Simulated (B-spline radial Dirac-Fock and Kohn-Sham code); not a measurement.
## Binding energies of Ga³⁺ in different valence configurations

These are calculated numbers from a radial B-spline solver; the model is multi-electron Dirac-Fock with separately optimised hole states, Breit and Lamb-shift corrections added in first order. Correlation and solid-state effects are left out.

Reference: the tabulated ground configuration [Ar] 3d10, with 1s 10413.1 eV, 2s 1350.0 eV, 2p1/2 1188.7 eV, 2p3/2 1161.6 eV, 3p1/2 154.0 eV, 3p3/2 150.4 eV, Kα1 9251.6 eV, Kβ1 10262.8 eV.

Shifts from the reference in eV.

| configuration | average energy | 1s | 2s | 2p1/2 | 2p3/2 | 3p1/2 | 3p3/2 | Kα1 | Kβ1 |
| --- | --- | --- | --- | --- | --- | --- | --- | --- | --- |
| [Ar] 3d9 4s1 | +17.47 | +11.67 | +12.95 | +12.79 | +12.80 | +9.44 | +9.35 | -1.13 | +2.32 |
| [Ar] 3d9 4p1 | +27.03 | +13.25 | +14.44 | +14.31 | +14.33 | +11.00 | +10.91 | -1.08 | +2.34 |
